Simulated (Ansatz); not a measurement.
**Relative stability**

The two ends of one reaction step of Ge4H10ClF, closed shell (PBE0-D4/def2-TZVP).

A:

| atom | x (Å) | y (Å) | z (Å) |
| --- | --- | --- | --- |
| Ge1 | -0.5913 | 0.0720 | -0.4387 |
| Ge2 | 0.5158 | 2.2003 | -0.0221 |
| Ge3 | 0.6848 | -1.4714 | -1.8151 |
| Ge4 | -1.7064 | -0.8678 | 1.5050 |
| Cl5 | -2.2402 | 0.7098 | -1.7444 |
| H6 | 2.0725 | 0.3953 | 1.4139 |
| F7 | 1.9697 | -0.5243 | 1.4894 |
| H8 | -0.4337 | 3.1778 | 0.6837 |
| H9 | 1.0302 | 2.8107 | -1.3328 |
| H10 | 1.7533 | 2.0358 | 0.9069 |
| H11 | 1.8448 | -2.0810 | -1.0186 |
| H12 | -0.2679 | -2.5775 | -2.2919 |
| H13 | 1.2279 | -0.7038 | -3.0301 |
| H14 | -2.5856 | 0.2241 | 2.1340 |
| H15 | -2.5924 | -2.0295 | 1.0315 |
| H16 | -0.6814 | -1.3705 | 2.5293 |

B:

```
16
angstrom
Ge 0.1885 -0.3554 0.1979
Ge -0.2790 1.9152 -0.5544
Ge 0.7694 -1.7804 -1.6876
Ge -1.6109 -1.1800 1.6141
Cl -2.0398 1.5649 -1.7842
H 2.2979 2.1116 1.2983
F 1.6268 -0.2778 1.2205
H -0.7072 2.9040 0.5397
H 0.7760 2.5388 -1.4797
H 2.2835 2.8473 1.1616
H 1.2154 -3.1537 -1.1657
H -0.4691 -1.9425 -2.5794
H 1.9071 -1.1349 -2.4908
H -1.8558 -0.1920 2.7632
H -2.8817 -1.3131 0.7640
H -1.2214 -2.5520 2.1823
```

Ansatz 0.2.0; basis: def2-TZVPP; cores frozen in the correlated methods. Filled d shells of the heavier atoms are correlated. The def2 sets are not built for correlating such inner shells, so the correlated values are less sure here. B3LYP uses VWN-RPA correlation.

(1) Which structure is lower at CCSD(T), and by how much? (Judge from chemistry; the value comes from the calculation.)

(2) Do the other methods give the same order? (Judge from chemistry; the calculation decides.)

The T1 diagnostic stays at or below 0.012.

## Answers

(1) By the calculation: B, by 0.129 eV (electronic energy, against the other). By their contacts, A is a complex of Ge₄H₉Cl ([Cl][Ge]([GeH3])([GeH3])[GeH3]) + HF and B is a complex of Ge₄H₈ClF ([F][Ge]([GeH3])([GeH3])[GeH2][Cl]) + H₂.

(2) Computed: Not all: SPW92 gives the other order.

| method | E(B) − E(A) (eV) |
| --- | --- |
| SPW92 | 0.015 |
| PBE-D4 | -0.151 |
| BLYP-D4 | -0.267 |
| r2SCAN-D4 | -0.212 |
| B97M-V | -0.215 |
| PBE0-D4 | -0.103 |
| B3LYP-D4 | -0.217 |
| r2SCAN0-D4 | -0.148 |
| BHLYP-D4 | -0.191 |
| CAM-B3LYP-D4 | -0.213 |
| wB97X-V | -0.217 |
| wB97M-V | -0.175 |
| B2PLYP | -0.218 |
| PBE-QIDH | -0.106 |
| RPA on PBE | -0.172 |
| HF | -0.283 |
| MP2 | -0.126 |
| CCSD | -0.128 |
| CCSD(T) | -0.129 |

Labels in which every atom is bracketed show which atoms are joined, not bond orders.

For scale, one of the runs: CCSD(T)/def2-TZVPP, 405 basis functions, launched by `ansatz run in.yaml --threads 4 --pin off --events-out ev --progress --plain --max-ram 41984MiB --backend cuda --devices 0, --max-vram 37GiB`. Hardware: 4 CPU threads of an AMD EPYC 7R13 and a share of one NVIDIA H100, shared host. Wall time 31 s; peak host memory 1.8 GiB.
